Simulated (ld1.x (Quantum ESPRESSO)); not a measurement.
Scattering properties, RRKJ potential for rubidium

Rb (Z = 37), norm-conserving RRKJ (Kleinman–Bylander form), made with ld1.x (Quantum ESPRESSO) 7.5 (PBE, scalar-relativistic). Core [Ar] 3d10, reference 4s2 4p6 5s1 5p0. Waves: 4s (bound): rc 2.45 bohr; 4d channel at 0.35 Ry: rc 2.55 bohr; 4p (bound): rc 2.05 bohr. Local part: the p channel. Core correction: none.

Occupied shells without a wave of their own: 5s. They enter only through the test configuration that unscreens the potential.

The phase is arctan(r·u′/u) with u = r·R(r), unwrapped; energies in Ry, scanned from -4 to 5 Ry. A pole is an energy at which the radial function vanishes at the test radius. The pseudo phase is shifted by a multiple of π to meet the all-electron one at the reference energy, and phase errors are pseudo minus all-electron; the curves can meet again beyond the range given. Levels narrower than the energy grid can be missing from the lists of poles.

For each channel, where are the poles, and over which energies does the pseudopotential scatter like the atom?

| channel | radius (bohr) | reference energy (Ry) | poles, all-electron | poles, pseudo | unbroken range about the reference energy with phases within 0.05 rad | phase error 1 Ry above the reference energy (rad) |
| --- | --- | --- | --- | --- | --- | --- |
| s | 2.74 | -2.34 | -2.17, 4.06 | -2.17, 2.69 | below -0.2 | -0.005 |
| p | 2.74 | -1.17 | -0.81 | -0.81, 4.75 | below 1.2 | -0.003 |
| d | 2.74 | 0.35 | 1.38 | 1.64 | below 1.5 | +0.042 |

Note: ghost state, extra bound levels that the all-electron valence spectrum of the same l lacks: d at -312.1 eV. A true bound ghost makes a file unfit for plane-wave use.

Phases in the d channel:

```
E (Ry)  all-electron  pseudo
 -4.00         1.387   1.397
 -3.52         1.375   1.386
 -3.04         1.359   1.372
 -2.56         1.339   1.354
 -2.08         1.312   1.329
 -1.60         1.274   1.294
 -1.12         1.210   1.235
 -0.64         1.085   1.117
 -0.16         0.714   0.754
  0.32        -0.657  -0.656
  0.80        -1.351  -1.331
  1.28        -1.546  -1.506
  1.76        -1.649  -1.587
  2.24        -1.736  -1.639
  2.72        -1.842  -1.681
  3.20        -2.030  -1.719
  3.68        -2.555  -1.760
  4.16        -3.763  -1.810
  4.64        -4.300  -1.878
```
